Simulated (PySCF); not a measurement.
H4Al2F2, singlet, PBE0/def2-SVP optimised geometry.

```
8

Al     1.42     0.00     0.00
Al    -1.42     0.00     0.00
F      0.00    -1.18     0.00
H      2.11     0.00    -1.42
H      2.10     0.00     1.42
F      0.00     1.18     0.00
H     -2.11     0.00    -1.42
H     -2.10     0.00     1.42
```

Density from PySCF with PBE0/def2-TZVP at that geometry.

Minimum of the electron density along straight lines between bonded atoms, close to the bond critical point (lines longer than 1.1 times the sum of covalent radii, or with two minima, are not listed):

```
bond    length / Å  ρ at the minimum / e bohr⁻³  ∇²ρ there / e bohr⁻⁵  position (fraction from the first atom)
------  ----------  ---------------------------  --------------------  ---------------------------------------
Al1–F3       1.847                        0.063                  0.45                                     0.43
Al2–F3       1.847                        0.063                  0.45                                     0.43
Al1–H4       1.576                        0.086                  0.21                                     0.50
Al1–H5       1.576                        0.086                  0.21                                     0.50
Al1–F6       1.847                        0.063                  0.45                                     0.43
Al2–F6       1.847                        0.063                  0.45                                     0.43
Al2–H7       1.576                        0.086                  0.21                                     0.50
Al2–H8       1.576                        0.086                  0.21                                     0.50
```
